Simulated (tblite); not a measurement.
Parent: `[CH2:1]=[CH:2][Si@@H:3]([OH:4])[N:5]([CH3:6])[CH3:7]` with C1–C2–Si3–O4 -62°, C2–Si3–O4–H 57°, C2–Si3–N5–C6 -167°, C4H11NOSi.

Structures optimised with GFN2-xTB, isolated species. One conformer each, not checked by frequencies here.

```csv
coordinate of the parent,value
C1=C2,1.323 Å
C2–Si3,1.888 Å
Si3–O4,1.630 Å
Si3–N5,1.725 Å
N5–C6,1.443 Å
N5–C7,1.442 Å
C1–C2–Si3,124.9°
C2–Si3–O4,113.6°
C2–Si3–N5,106.3°
O4–Si3–N5,108.5°
Si3–N5–C6,120.1°
Si3–N5–C7,122.3°
C6–N5–C7,112.1°
```

Question: How does the shared frame change in `[H]/[N:9]=[CH:8]\[CH2:7][N:5]([Si@@H:3]([CH:2]=[CH2:1])[OH:4])[CH3:6]` with C1–C2–Si3–O4 -48°, C2–Si3–O4–H 59°, C2–Si3–N5–C6 39°, Si3–N5–C7–C8 104°, N5–C7–C8–N9 -8°, C5H12N2OSi? Atoms pair as C1 = C1, C2 = C2, Si3 = Si3, O4 = O4, N5 = N5, C6 = C7, C7 = C6 (parent first).

Answer: 
```json
{"parent": "C1=C2", "relative": "C1=C2", "value in the relative": "1.324 Å", "change": "+0.001"}
{"parent": "C2–Si3", "relative": "C2–Si3", "value in the relative": "1.887 Å", "change": "-0.001"}
{"parent": "Si3–O4", "relative": "Si3–O4", "value in the relative": "1.628 Å", "change": "-0.002"}
{"parent": "Si3–N5", "relative": "Si3–N5", "value in the relative": "1.725 Å", "change": "0.000"}
{"parent": "N5–C6", "relative": "N5–C7", "value in the relative": "1.442 Å", "change": "-0.001"}
{"parent": "N5–C7", "relative": "N5–C6", "value in the relative": "1.442 Å", "change": "0.000"}
{"parent": "C1–C2–Si3", "relative": "C1–C2–Si3", "value in the relative": "125.1°", "change": "+0.2"}
{"parent": "C2–Si3–O4", "relative": "C2–Si3–O4", "value in the relative": "114.5°", "change": "+0.9"}
{"parent": "C2–Si3–N5", "relative": "C2–Si3–N5", "value in the relative": "106.5°", "change": "+0.2"}
{"parent": "O4–Si3–N5", "relative": "O4–Si3–N5", "value in the relative": "108.4°", "change": "-0.1"}
{"parent": "Si3–N5–C6", "relative": "Si3–N5–C7", "value in the relative": "121.1°", "change": "+1.0"}
{"parent": "Si3–N5–C7", "relative": "Si3–N5–C6", "value in the relative": "124.0°", "change": "+1.7"}
{"parent": "C6–N5–C7", "relative": "C7–N5–C6", "value in the relative": "113.8°", "change": "+1.7"}
```

No shared bond changes by more than 0.004 Å. Bonds of the relative outside the shared frame: C7–C8 1.510, C8=N9 1.252 Å. Point group C1 → C1.

The numbers are calculated, not measured.
